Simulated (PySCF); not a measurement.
C₃H₃, SMILES [CH][C][CH2+] (connectivity only; charge and spin as stated), charge +1, multiplicity 1.

Geometry: B3LYP-D3(BJ)/def2-TZVP.

Two levels are set side by side: TDDFT-PBE/def2-SVPD (PySCF) and TDDFT-M06-2X/def2-SVPD (PySCF). Vertical, same geometry. The lowest singlet is HOMO→LUMO 100 % with PBE and HOMO→LUMO 100 % with the other functional; states are paired by order. Differences are taken from unrounded values.

```
quantity                               TDDFT-M06-2X
-------------------------------------  ------------
lowest singlet excitation (eV)                 1.98
lowest triplet excitation (TDA) (eV)           1.79
first bright state (f over 0.05) (eV)          5.17
its oscillator strength                        0.15
```

**Question.** What does TDDFT-PBE give, and how far is it from TDDFT-M06-2X? (The exact figures need the calculation; the answer reports its results.)

**Answer.** 
| quantity | TDDFT-PBE | TDDFT-PBE minus TDDFT-M06-2X |
|---|---|---|
| lowest singlet excitation (eV) | 2.19 | 0.20 |
| lowest triplet excitation (TDA) (eV) | 1.69 | -0.10 |
| first bright state (f over 0.05) (eV) | 5.48 | 0.30 |
| its oscillator strength | 0.12 | -0.03 |

Rough cost on one machine, each run with all the roots and properties that it gave: TDDFT-M06-2X against TDDFT-PBE about 10 times.
